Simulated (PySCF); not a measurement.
Assignment exercise: C4H14Si3

Numbering as in the mapped SMILES `[SiH3:1][Si@H:2]1[CH2:3][CH2:4][CH2:5][CH2:6][SiH2:7]1`. Hydrogens are named by the atom that carries them. Ha(C3), Ha(C4), Ha(C5), Ha(C6), Ha(Si7) are cis to Si1 on the ring; Hb(C3), Hb(C4), Hb(C5), Hb(C6), Hb(Si7) are trans to Si1 on the ring.

How the numbers were obtained: NMR shieldings at PBE0/pcSseg-1/GIAO, GFN2-xTB geometry, in PySCF (one computed conformer, rapidly exchanging positions averaged, relativity neglected, isolated molecule).

References, each an isolated molecule treated in the same way: ¹³C (σref 186.93), ¹H (σref 31.72) against TMS.

Question: Assign these signals to the numbered atoms. ¹³C{¹H} NMR (computed): δ 31.3 (CH2), 30.3 (CH2), 13.0 (CH2), 11.4 (CH2).

Answer: 
31.3 → C5, sp3 CH2 in a ring: aliphatic region, no heteroatom directly attached
30.3 → C4, sp3 CH2 in a ring
13.0 → C3, sp3 CH2 bonded to Si
11.4 → C6, sp3 CH2 bonded to Si: an electropositive neighbour leaves it electron-rich and shielded

C5 and C4; C3 and C6 lie closer than the usual error of such a calculation, so a measured spectrum could show them in the other order.

Question: Assign these signals to the numbered atoms. ¹H NMR (600 MHz, computed): δ 4.11 (m, 1H), 3.96 (m, 1H), 3.91 (m, 1H), 3.55 (d, 3H), 2.25 (m, 1H), 2.17 (m, 1H), 1.32 (m, 1H), 1.31 (m, 1H), 1.23 (m, 1H), 1.21 (m, 1H), 0.94 (m, 1H), 0.66 (m, 1H).

Answer: 
```tsv
δ (ppm)	atoms	environment	reason
4.11	Hb(Si7)	hydrogen on a silicon bonded to C, Si, in a 6-membered ring	–
3.96	H(Si2)	hydrogen on a silicon bonded to C, 2 Si, in a 6-membered ring	–
3.91	Ha(Si7)	hydrogen on a silicon bonded to C, Si, in a 6-membered ring	–
3.55	H(Si1)	hydrogen on a silicon bonded to Si	–
2.25	Ha(C5)	hydrogen on an sp3 CH2 in a ring	–
2.17	Hb(C4)	hydrogen on an sp3 CH2 in a ring	–
1.32	Hb(C6)	hydrogen on an sp3 CH2 bonded to Si	–
1.31	Ha(C3)	hydrogen on an sp3 CH2 bonded to Si	–
1.23	Ha(C4)	hydrogen on an sp3 CH2 in a ring	–
1.21	Hb(C5)	hydrogen on an sp3 CH2 in a ring	–
0.94	Hb(C3)	hydrogen on an sp3 CH2 bonded to Si	–
0.66	Ha(C6)	hydrogen on an sp3 CH2 bonded to Si	an electropositive neighbour shields it, as in TMS itself
```

H(Si2) and Ha(Si7); Ha(C5) and Hb(C4); Hb(C6) and Ha(C3); Ha(C3) and Ha(C4); Ha(C4) and Hb(C5) lie closer than the usual error of such a calculation, so a measured spectrum could show them in the other order.

Shifts are as computed. Against solution values, carbons near 30 ppm lie about +3 ppm off and those near 130 ppm about +5 ppm. Of 1211 compounds with measured shifts, 218 miss one by over three times the rms of a fit or turn the order of signals round; such compounds aren't used in these exercises. Multiplicities follow the n + 1 count of equivalent neighbours, as no J values were calculated; m marks all less simple cases, F and P coupling included.
